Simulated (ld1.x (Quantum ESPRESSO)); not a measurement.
# nitrogen (N): one change to an RRKJ potential, before and after

ld1.x (Quantum ESPRESSO) 7.5 input, shortened:

```
&input
   title='N', zed=7., rel=0, dft='PZ', iswitch=3,
   config='[He] 2s2 2p3'
 /
 &inputp
   pseudotype=2, tm=.false., lloc=0,
   nlcc=.false.
 /
2
2P  2  1   3.00   0.00  1.90  1.90  0.0
2S  1  0   2.00   0.00  0.90  0.90  0.0
 &test
   configts(1)='2s2 2p3'
 /
```

Change: core correction a·sin(br)/r model core inside 0.48 bohr.

Cutoffs: the cutoffs (Ry, on a coarse ladder) from which the occupation-weighted sum of valence levels, in a spherical-Bessel basis at the reference potential, stays within 10 and 1 mRy of its value at 400 Ry; they do not see the model core or the augmentation charge, which bear on the density cutoff. Errors are all-electron minus pseudo energies relative to the spin-unpolarised reference configuration.

Task: Predict the effect on cutoff, ghosts and configuration errors.

Result: The potential gets neither clearly harder nor softer (50 Ry and 140 Ry → 50 Ry and 140 Ry); of the 9 tests that both files solve, the error grows in 0 and shrinks in 3 by more than 15 % and 0.3 meV (median size 122.2 → 48.9 meV); neither file shows a bound ghost. Exchange and correlation are not linear in the density, so unscreening with the valence charge alone errs where core and valence overlap; a model core restores that term. A model core, the more so a compact one, raises the density cutoff, which this test does not measure.

```tsv
quantity	base	changed
cutoff, loose	50 Ry	50 Ry
cutoff, tight	140 Ry	140 Ry
bound ghosts	none	none
error for 2s2 2p2, meV [ΔE 13.74 eV]	+50	+49
error for 2s2 2p1, meV [ΔE 42.71 eV]	+458	+446
error for 2s2 2p0, meV [ΔE 89.88 eV]	+1874	+1813
error for 2s1 2p0, meV [ΔE 167.30 eV]	+3157	+2926
error for 2s2 2p3.3, meV [ΔE -1.67 eV]	+0.6	+0.6
error for 2s0 2p5, meV [ΔE 22.39 eV]	+25	+20
error for 2s1 2p3, meV [ΔE 25.16 eV]	-70	-73
error for 2s2 2p3 (spin-polarised), meV [ΔE -2.89 eV]	+147	+37
error for 2s2 2p2 (spin-polarised), meV [ΔE 12.05 eV]	+122	+49
s: phases at 2.06 bohr within 0.05 rad from the reference energy up to (Ry; the scan ends near 5)	3.2	3.2
p: phases at 2.06 bohr within 0.05 rad from the reference energy up to (Ry; the scan ends near 5)	1.9	1.9
```
